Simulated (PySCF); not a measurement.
Delta-SCF ions had no search for a lower state. Excitations are Tamm–Dancoff values on a coarser integration grid. The basis has no diffuse functions, so Rydberg states are missing or too high.

Cartesian coordinates (Å):
SMILES: C1(SCS1)S
```xyz
9

S      2.2276     0.1314     0.2457
C      0.6838    -0.4449    -0.4754
S     -0.3034     0.7190    -1.4830
C     -1.5912     0.4894    -0.2280
S     -0.5968    -0.6326     0.7964
H      3.0292    -0.2990    -0.7445
H      0.8740    -1.3707    -1.0149
H     -1.8544     1.4111     0.2892
H     -2.4823     0.0066    -0.6269
```
Charge 0, multiplicity 1.

Give the S1–T1 gap (TDA), S1 excitation (TDA), vertical ionisation energy (Delta-SCF), HOMO and HOMO–LUMO gap at the level ωB97X-D3(BJ)/def2-TZVP // PBE0-D3(BJ)/def2-TZVP run with PySCF.


```json
{
 "S1–T1 gap (TDA)": "0.39 eV",
 "S1 excitation (TDA)": "4.28 eV",
 "vertical ionisation energy (Delta-SCF)": "9.11 eV",
 "HOMO": "-9.23 eV",
 "HOMO–LUMO gap": "10.13 eV"
}
```
